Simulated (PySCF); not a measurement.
GeH5Si, SMILES [SiH2][GeH3] (connectivity only; charge and spin as stated), charge +1, multiplicity 1.

Geometry optimised at B3LYP-D3(BJ)/def2-TZVP. The multiplicity is an assumed one; other spin states were not compared. The isomer is the one that the SMILES or the coordinates give; other isomers of the formula were not compared.

Two levels are set side by side: TDDFT-PBE/def2-SVPD (PySCF) and TDDFT-M06-2X/def2-SVPD (PySCF). Vertical, same geometry. The lowest singlet is HOMO→LUMO 98 % with PBE and HOMO→LUMO 98 % with the other functional; states are paired by order. Differences are taken from unrounded values.

```tsv
quantity	TDDFT-M06-2X	TDDFT-PBE	TDDFT-PBE minus TDDFT-M06-2X
lowest singlet excitation (eV)	3.50	3.43	-0.07
lowest triplet excitation (TDA) (eV)	2.83	2.68	-0.15
first bright state (f over 0.05) (eV)	8.08	7.57	-0.52
its oscillator strength	0.51	0.07	-0.44
```

Rough cost on one machine, each run with all the roots and properties that it gave: TDDFT-M06-2X against TDDFT-PBE about 10 times.
